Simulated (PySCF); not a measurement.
# What a mistake does to a calculation on CH8Si3

These are calculations, not measurements. The program is PySCF 2.14.0, an open-source quantum chemistry code, run on an isolated molecule that a program drew, which may never have been made. The molecule is CH8Si3 (charge 0, singlet), drawn as the SMILES string `C=[Si]([SiH3])[SiH3]`.

Each row is a Hartree-Fock (HF) and frozen-core CCSD(T) single point in the cc-pV(D+d)Z basis, meant for a local HF minimum. Run 1 is clean. Each other run has one planted mistake out of seven kinds, and not every kind appears here: one electron removed, one electron added, multiplicity raised by two, geometry at a saddle point, minimal basis STO-3G, one bond length entered in bohr, all coordinates scaled. The reference is restricted for singlets and unrestricted otherwise, and also for a bond in bohr. Adding or removing an electron swaps singlet and doublet. Electrons count all cores. HOMO and LUMO are orbital energies over both spins, the gradient is its largest component, and the lowest frequency (negative if imaginary) is given only where the gradient is small. Bond lengths are over the 11 bonds as drawn. T1 is the CCSD diagnostic: over 0.02 (restricted) or 0.045 (unrestricted) a single reference is doubtful.

Geometry of the clean run:
```xyz
12
CH8Si3, angstrom
C    -0.8102    2.0990    1.0516
Si   -0.3171    0.9860   -0.1450
Si    1.3466   -0.5986    0.3808
Si   -1.3192    1.0773   -2.2764
H    -0.3878    2.1090    2.0514
H    -1.5707    2.8523    0.8723
H     2.5157   -0.4398   -0.5165
H     1.7711   -0.3977    1.7850
H     0.8220   -1.9750    0.2150
H    -2.3168    2.1713   -2.2888
H    -0.2964    1.3292   -3.3193
H    -1.9900   -0.2069   -2.5892
```

```
run  electrons  basis functions  <S^2>  HOMO (eV)  LUMO (eV)  gradient (hartree/bohr)  lowest frequency (cm^-1)  mean bond (Å)  longest bond (Å)      T1  HF (hartree)  CCSD(T) (hartree)                 mistake
  1         56              123  0.000      -8.46       1.80                  1.3e-05                        75         1.5893             2.357  0.0143    -909.27554         -909.81005                no fault
  2         56               40  0.000      -5.43       7.36                  3.4e-02                         -         1.5893             2.357  0.0097    -898.79745         -899.06642    minimal basis STO-3G
  3         56              123  0.000      -7.96       1.40                  5.4e-02                         -         1.7387             2.579  0.0154    -909.19611         -909.74900  all coordinates scaled
  4         55              123  0.756     -15.69      -6.08                  4.5e-02                         -         1.5893             2.357  0.0153    -909.02051         -909.50302    one electron removed
  5         57              123  0.777       0.05       7.62                  3.8e-02                         -         1.5893             2.357  0.0158    -909.24395         -909.78485      one electron added
  6         56              123  1.217      -8.13       0.90                  2.1e-02                         -         1.7090             2.798  0.0628    -909.17034         -909.68910                       ?
```

**Which mistake was planted in run 6, and what did it cost?**

The mean bond changes by a factor of 1.075 and the longest by 1.187, so the molecule wasn't scaled as a whole. A length L in bohr read as angstrom grows by (1/0.5292 - 1) L = 0.890 L. The 11 bonds together grew by 11 x 0.1197 = 1.317 Å, which gives L = 1.480 Å. That is the length of one of the H-Si bonds, 1.481 Å in the clean geometry. So the mistake is: one bond length entered in bohr. Subtracting run 1 and multiplying by 627.51 kcal/mol a hartree, the energy moved by 66.0 kcal/mol in HF and 75.9 kcal/mol in CCSD(T).

Cautions from the logs. Run 5: the HOMO is above zero, so the electron isn't bound and the energy depends on the basis; run 6: T1 is over the limit, so its CCSD(T) energy is less reliable.
